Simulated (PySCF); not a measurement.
B97-3 on Tl- (thallium, charge -1), [Xe] 4f14 5d10 6s2 6p2, high-spin 3P determinant. Computed with PySCF 2.14 in aug-cc-pVQZ-PP with ECP60MDF (7s7p5d3f2g, 92 functions), with a scalar-relativistic core potential.

```
cycle= 1 E= -172.54298748914  delta_E= -0.00871  |g|= 0.0108  |ddm|= 0.663
cycle= 2 E= -172.543247884918  delta_E= -0.00026  |g|= 0.00628  |ddm|= 0.113
cycle= 3 E= -172.543299159412  delta_E= -5.13e-05  |g|= 0.00392  |ddm|= 0.05
cycle= 4 E= -172.543329482391  delta_E= -3.03e-05  |g|= 0.000796  |ddm|= 0.0428
cycle= 5 E= -172.543342037321  delta_E= -1.26e-05  |g|= 0.000501  |ddm|= 0.0432
cycle= 6 E= -172.543346021882  delta_E= -3.98e-06  |g|= 0.000165  |ddm|= 0.0397
cycle= 7 E= -172.543346046176  delta_E= -2.43e-08  |g|= 7.06e-05  |ddm|= 0.00227
cycle= 8 E= -172.54334605165  delta_E= -5.47e-09  |g|= 1.08e-05  |ddm|= 0.000993
cycle= 9 E= -172.543346052163  delta_E= -5.13e-10  |g|= 5.2e-06  |ddm|= 0.000308
converged SCF energy = -172.543346052163  <S^2> = 2.0018087  2S+1 = 3.0012056
```

Highest occupied orbital energy: 0.745 eV; ⟨L²⟩ = 2.01; populations by l: s 4.00, p 8.00, d 10.00, f 0.00.

Problem. Can this result be used?

Solution. With care. The run converged. Energies and moments cover only the electrons outside the core potential. Spin-orbit coupling is strong in this species (close to jj coupling), so the high-spin LS determinant is a model state, not a physical level. At B97-3 the highest occupied level has a positive energy, so only the finite basis holds that electron; in a semilocal or global hybrid functional this comes from self-interaction and does not mean that the real anion is unbound.
